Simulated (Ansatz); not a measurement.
Molecule: TaF (charge 0, triplet). The spin state was set by rule; other spins were not relaxed. 
Geometry from a B3LYP-D3(BJ)/def2-TZVP (Ansatz, a program for electronic structure) optimisation:
SMILES: [F][Ta]
```xyz
2

Ta     0.0000     0.0000    -0.2004
F      0.0000     0.0000     1.6252
```
Charge 0, spin multiplicity 3.

Q: Give the harmonic wavenumbers at B3LYP-D3(BJ)/def2-TZVP (Ansatz, finite differences of forces, unscaled).

A: 672 cm⁻¹. Zero-point energy 1.0 kcal/mol.

Q: From these and the geometry, give the ideal-gas thermochemistry at 298.15 K and 1 atm (rigid rotor, harmonic oscillator).

A: Point group C∞v, rotational symmetry number 1. Rotational constants 8.82, 8.82 GHz. S(trans) 41.78, S(rot) 15.02, S(vib) 0.34, S(elec, spin only) 2.18, S 59.3 cal/(mol K). H(298) - H(0) 2.15 kcal/mol; G - E(el) -14.6 kcal/mol.
